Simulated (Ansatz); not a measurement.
A structure relaxed at PBE0-D4/def2-TZVP in Ansatz, charge 0, singlet:

```xyz
3

Ag    0.463   -0.543    1.482
Ag    0.434    1.298   -0.913
Ge   -0.896   -0.754   -0.569
```

(1) Give its formula and point group.

(2) Summarise the bond lengths by kind (pairs closer than 1.2 times the sum of covalent radii, bridged metal pairs left out).

Answers

(1) Ag2Ge (the lowest singlet isomer of a short search). Point group C2v (tolerance 0.1 Å).

(2) 2 × Ag–Ge 2.47 Å; 1 × Ag–Ag 3.02 Å.

In the def2 sets Ag takes a core potential; there is no spin–orbit coupling. The relaxation made no stability test and no search for a lower SCF solution. The structure comes from a short search, and lower isomers may exist.
